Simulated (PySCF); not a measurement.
HN (SMILES [NH]), triplet, at a GFN2-xTB geometry, with bond 2-1 at 1.4 times its length; CASCI(4,5)+NEVPT2/6-31G (PySCF).

Input for PySCF:
```python
from pyscf import gto, scf, mcscf, mrpt
import numpy

mol = gto.Mole()
mol.atom = '''
    N    -0.000000   -0.000000   -0.127957
    H     0.000000    0.000000    1.305165
'''
mol.basis = '6-31g'
mol.charge = 0
mol.spin = 2
mol.verbose = 4
mol.build()

mf = scf.ROHF(mol)
mf.kernel()
mc = mcscf.CASCI(mf, 5, 4)
mc.fix_spin_(ss=2.0)
mc.kernel()
occ = numpy.linalg.eigvalsh(mc.fcisolver.make_rdm1(mc.ci, mc.ncas, mc.nelecas))[::-1]
ss = mc.fcisolver.spin_square(mc.ci, mc.ncas, mc.nelecas)[0]
print('natural occupations', occ.round(4), ' <S^2>', round(ss, 4))
e2 = mrpt.NEVPT(mc).kernel()
print('E(NEVPT2) = %.10f' % (mc.e_tot + e2))
```

It wrote (shortened):

```
PySCF version 2.14.0

[INPUT] verbose = 4
[INPUT] num. atoms = 2
[INPUT] num. electrons = 8
[INPUT] charge = 0
[INPUT] spin (= nelec alpha-beta = 2S) = 2
[INPUT] symmetry False subgroup None
[INPUT] Mole.unit = angstrom
[INPUT] Symbol           X                Y                Z      unit          X                Y                Z       unit  Magmom
[INPUT]  1 N      0.000000000000   0.000000000000  -0.127957000000 AA    0.000000000000   0.000000000000  -0.241803685721 Bohr   0.0
[INPUT]  2 H      0.000000000000   0.000000000000   1.305165000000 AA    0.000000000000   0.000000000000   2.466404397368 Bohr   0.0

nuclear repulsion = 2.58473491889734
number of shells = 7
number of NR pGTOs = 26
number of NR cGTOs = 11
basis = 6-31g
ecp = {}

******** <class 'pyscf.scf.rohf.ROHF'> ********
method = ROHF
initial guess = minao
damping factor = 0
level_shift factor = 0
DIIS = <class 'pyscf.scf.diis.CDIIS'>
diis_start_cycle = 1
diis_space = 8
diis_damp = 0
SCF conv_tol = 1e-09
SCF conv_tol_grad = None
SCF max_cycles = 50
direct_scf = True
direct_scf_tol = 1e-13
num. doubly occ = 3  num. singly occ = 2
Set gradient conv threshold to 3.16228e-05
init E= -54.2389572061408
  HOMO = -0.1716330674565  LUMO = 0.0880901849860611  gap/eV = 7.06743
cycle= 1 E= -54.8559363238898  delta_E= -0.617  |g|= 0.215  |ddm|= 0.908
  HOMO = -0.25837962269357  LUMO = 0.0990453326754976  gap/eV = 9.72603
cycle= 2 E= -54.8769818125531  delta_E= -0.021  |g|= 0.119  |ddm|= 0.275
  HOMO = -0.181957738855812  LUMO = 0.126072740444451  gap/eV = 8.38194
cycle= 3 E= -54.8814720481094  delta_E= -0.00449  |g|= 0.0183  |ddm|= 0.0786
  HOMO = -0.184008493294329  LUMO = 0.134972834059041  gap/eV = 8.67992
cycle= 4 E= -54.8817927918966  delta_E= -0.000321  |g|= 0.00409  |ddm|= 0.0277
  HOMO = -0.183677780984034  LUMO = 0.135382627420011  gap/eV = 8.68208
cycle= 5 E= -54.8818047153945  delta_E= -1.19e-05  |g|= 0.000624  |ddm|= 0.00565
  HOMO = -0.184048118486426  LUMO = 0.13545808900183  gap/eV = 8.69421
cycle= 6 E= -54.8818048868335  delta_E= -1.71e-07  |g|= 4.82e-05  |ddm|= 0.000757
  HOMO = -0.184052828933802  LUMO = 0.135468988635068  gap/eV = 8.69463
cycle= 7 E= -54.8818048880095  delta_E= -1.18e-09  |g|= 3.54e-06  |ddm|= 6.51e-05
  HOMO = -0.184054382770166  LUMO = 0.135469071416923  gap/eV = 8.69468
cycle= 8 E= -54.8818048880191  delta_E= -9.61e-12  |g|= 4.84e-07  |ddm|= 5.97e-06
  HOMO = -0.184054013026148  LUMO = 0.135469082509251  gap/eV = 8.69467
Extra cycle  E= -54.8818048880192  delta_E= -1.28e-13  |g|= 2.36e-07  |ddm|= 6.02e-07
converged SCF energy = -54.8818048880192

******** <class 'pyscf.mcscf.casci.CASCI'> ********
CAS (3e+1e, 5o), ncore = 2, nvir = 4
natorb = False
canonicalization = True
sorting_mo_energy = False
******** <class 'pyscf.fci.addons.SpinPenaltyFCISolver'> ********
max. cycles = 200
conv_tol = 1e-08
davidson only = True
linear dependence = 1e-12
level shift = 0.001
max iter space = 12
nroots = 1
pspace_size = 400
spin = None
Density matrix diagonal elements [1.92065193 0.99884053 0.99897123 0.07928832 0.00224798]
CASCI converged
CASCI E = -54.9113801425218  E(CI) = -5.17003591912821  S^2 = 2.0000000
natural occupations [1.9216 1.     0.9978 0.0783 0.0022]  <S^2> 2.0

******** <class 'pyscf.mrpt.nevpt2.NEVPT'> ********
NEVPT2 (3e+1e, 5o), ncore = 2, nvir = 4
root = 0
Natural occ [1.92159244 1.         0.99784024 0.07834781 0.00221951]
Natural orbital (expansion on meta-Lowdin AOs) in CAS space
               #1        #2        #3        #4        #5
0 N 1s          -0.00143   0.00000   0.00000   0.00019   0.00000
0 N 2s          -0.24408  -0.00000   0.00000  -0.16151   0.00000
0 N 3s          -0.02372  -0.00000   0.00000  -0.03504   0.00000
0 N 2px          0.00000   0.57584   0.81700  -0.00000  -0.02333
0 N 2py          0.00000  -0.81686   0.57593  -0.00000  -0.01645
0 N 2pz          0.74523  -0.00000  -0.00000  -0.62418   0.00000
0 N 3px          0.00000   0.01953   0.02333   0.00000   0.81700
0 N 3py          0.00000  -0.02770   0.01645   0.00000   0.57593
0 N 3pz          0.03823  -0.00000  -0.00000  -0.17437   0.00000
1 H 1s           0.61836   0.00000  -0.00000   0.68597  -0.00000
1 H 2s           0.02581   0.00000   0.00000   0.28656  -0.00000
<CAS-nat-orb|mo-hf>  3      3        0.99974484
<CAS-nat-orb|mo-hf>  4      4       -0.68566452
<CAS-nat-orb|mo-hf>  4      5        0.72791769
<CAS-nat-orb|mo-hf>  5      4        0.72790729
<CAS-nat-orb|mo-hf>  5      5        0.68565471
<CAS-nat-orb|mo-hf>  6      6        0.99974484
<CAS-nat-orb|mo-hf>  7      7        0.99998570
Sr    (-1)',   E = -0.01729957741662
Si    (+1)',   E = -0.00521665654066
Sijrs (0)  ,   E = -0.00248132374839
Sijr  (+1) ,   E = -0.00174092113175
Srsi  (-1) ,   E = -0.00853258896236
Srs   (-2) ,   E = -0.00629320541815
Sij   (+2) ,   E = -0.00124428157210
Sir   (0)' ,   E = -0.00924677390301
Nevpt2 Energy = -0.052055328693046
E(NEVPT2) = -54.9634354712
```
